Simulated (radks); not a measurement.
Fractional charge and spin in the 5s shell of xenon: the spin-up occupation runs from 0 to 1 and the spin-down occupation from 0 to 1; the fullest corner is Xe, [Kr] 4d10 5p6 5s(up 1, down 1). Method: scalar-relativistic Kohn-Sham, BLYP, spin-polarised, spherical densities, point nucleus; computed with a radial shooting solver on a logarithmic mesh with Libxc functionals. Energy (eV) above the fullest corner. The planes named below are the two flat planes that join the four corners, with an edge along up + down = one added electron.

| down \ up | 0 | 0.25 | 0.5 | 0.75 | 1 |
|---|---|---|---|---|---|
| 0 | 59.607 | 49.794 | 40.654 | 32.176 | 24.348 |
| 0.25 | 49.794 | 40.705 | 32.274 | 24.493 | 17.348 |
| 0.5 | 40.654 | 32.274 | 24.542 | 17.443 | 10.967 |
| 0.75 | 32.176 | 24.493 | 17.443 | 11.014 | 5.189 |
| 1 | 24.348 | 17.348 | 10.967 | 5.189 | 0.000 |

Corners above the fullest one (they belong to Xe+ and the next ion): (up 1, down 0) 24.348 eV, (up 0, down 1) 24.348 eV, (up 0, down 0) 59.607 eV. With half an added electron in each spin the energy lies 0.194 eV from the planes, and with half an added electron in spin up alone -1.323 eV. The planes are only a guide here: the flat-plane condition holds for ground states with one frontier orbital, while this shell lies below other occupied shells, so the corners above the fullest one are inner-hole states and not the ground states of those ions.
